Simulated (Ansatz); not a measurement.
Compare A (`CO[SiH](O)[SiH3]`) with its isomer B (`O[SiH2]OC[SiH3]`).

Isolated molecules relaxed with PBE0-D4/def2-TZVP in Ansatz; ΔE leaves out vibrations. CCSD(T)/CBS is the MP2 limit (def2-TZVPP, def2-QZVPP) plus CCSD(T) − MP2 in def2-TZVPP, frozen cores. DFT in def2-TZVPP. B3LYP here is the variant with VWN-RPA as its local correlation; programs differ in this. Each species was taken in one conformer, which may not be the lowest.

A:

Z-matrix (Å, degrees):
```
C
O 1 1.411
H 1 1.094 2 111.1
H 1 1.091 2 108.3 3 119.4
H 1 1.096 2 111.4 3 -121.2
Si 2 1.640 1 123.7 3 74.0
Si 6 2.343 2 104.5 1 172.0
O 6 1.649 2 113.1 1 -65.6
H 6 1.487 2 109.6 1 48.7
H 7 1.489 6 110.3 2 -174.4
H 7 1.490 6 109.8 2 66.7
H 7 1.487 6 111.2 2 -53.7
H 8 0.958 6 117.5 2 -68.9
```

B:

```xyz
13

O     2.218    0.016   -2.256
Si    1.103    0.631   -1.231
O     0.439   -0.585   -0.354
C    -0.891   -0.614    0.141
Si   -0.942   -0.122    1.969
H     1.939   -0.675   -2.859
H    -0.018    1.311   -1.943
H     1.855    1.585   -0.387
H    -1.549    0.044   -0.443
H    -1.278   -1.631    0.018
H    -2.347   -0.180    2.457
H    -0.100   -1.046    2.770
H    -0.427    1.265    2.118
```

(1) Which is lower in electronic energy at CCSD(T)/CBS, and by how much? (Estimate.)

(2) Give E(B) − E(A) in kJ/mol with B3LYP, CCSD/def2-TZVPP, CCSD(T)/def2-TZVPP, B2PLYP, PBE0-D4, r2SCAN-D4, ωB97M-V. (Best estimate.)

Largest T1 diagnostic: 0.012.

Results:

(1) Computed: A, by 16.2 kJ/mol.

(2) The calculation gave: B3LYP 18.5, CCSD/def2-TZVPP 15.6, CCSD(T)/def2-TZVPP 16.4, B2PLYP 15.7, PBE0-D4 25.3, r2SCAN-D4 21.2, ωB97M-V 12.3. None reverses the order clearly.
